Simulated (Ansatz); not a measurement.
Ansatz (a quantum-chemistry and plane-wave program) input (LC-wPBE/def2-TZVPD):

Ansatz 0.2 input:
```yaml
crystal:
  periodic: [false, false, false]
  atoms:
    - {symbol: C, position_ang: [-0.06979756, 1.52270279, 0.26646729]}
    - {symbol: C, position_ang: [-0.48264306, 0.09644613, 0.11446172]}
    - {symbol: C, position_ang: [-1.80841303, -0.23503826, -0.47278997]}
    - {symbol: O, position_ang: [0.46272251, -0.83930226, -0.23054878]}
    - {symbol: C, position_ang: [1.75793190, -0.71070509, 0.33012951]}
    - {symbol: H, position_ang: [0.73453541, 1.66023414, 0.99105625]}
    - {symbol: H, position_ang: [-0.92064145, 2.11629180, 0.60048702]}
    - {symbol: H, position_ang: [0.27559418, 1.95374659, -0.68873706]}
    - {symbol: H, position_ang: [-1.83854725, -0.03392981, -1.55600324]}
    - {symbol: H, position_ang: [-2.03836987, -1.29242768, -0.33407184]}
    - {symbol: H, position_ang: [-2.59658567, 0.35869297, -0.00829571]}
    - {symbol: H, position_ang: [2.27893852, 0.17435800, -0.04501381]}
    - {symbol: H, position_ang: [2.31084766, -1.59949505, 0.03275104]}
    - {symbol: H, position_ang: [1.70997881, -0.66348621, 1.42260637]}
basis:
  gaussian:
    orbitals: def2-TZVPD
hamiltonian:
  xc: {name: LC-wPBE}
magnetization: {spin_polarized: true, initial_magnetization: 1}
output: {forces: true}
```

End of the output:

```
Atom 0 at    -0.069798     1.522703     0.266467 Å, force     0.050676    -0.035530    -0.110259 eV/Å
Atom 1 at    -0.482643     0.096446     0.114462 Å, force     0.191865    -0.127871    -0.107355 eV/Å
Atom 2 at    -1.808413    -0.235038    -0.472790 Å, force     0.038011     0.031848    -0.066611 eV/Å
Atom 3 at     0.462723    -0.839302    -0.230549 Å, force     0.072107     0.221646     0.160270 eV/Å
Atom 4 at     1.757932    -0.710705     0.330130 Å, force    -0.336210     0.036617    -0.078009 eV/Å
Atom 5 at     0.734535     1.660234     0.991056 Å, force    -0.019596    -0.026797     0.010069 eV/Å
Atom 6 at    -0.920641     2.116292     0.600487 Å, force     0.004449    -0.024451     0.004195 eV/Å
Atom 7 at     0.275594     1.953747    -0.688737 Å, force    -0.046589    -0.071918     0.082042 eV/Å
Atom 8 at    -1.838547    -0.033930    -1.556003 Å, force     0.037933    -0.009583     0.109814 eV/Å
Atom 9 at    -2.038370    -1.292428    -0.334072 Å, force     0.019050     0.028642     0.018556 eV/Å
Atom 10 at    -2.596586     0.358693    -0.008296 Å, force     0.017740    -0.012351     0.008771 eV/Å
Atom 11 at     2.278939     0.174358    -0.045014 Å, force    -0.021062    -0.005361    -0.013234 eV/Å
Atom 12 at     2.310848    -1.599495     0.032751 Å, force     0.003812     0.004204     0.006890 eV/Å
Atom 13 at     1.709979    -0.663486     1.422606 Å, force    -0.012186    -0.009096    -0.025140 eV/Å
Dipole moment:     0.150757     0.192314     0.078664 e Å
```

It need not be the lowest isomer of its formula.
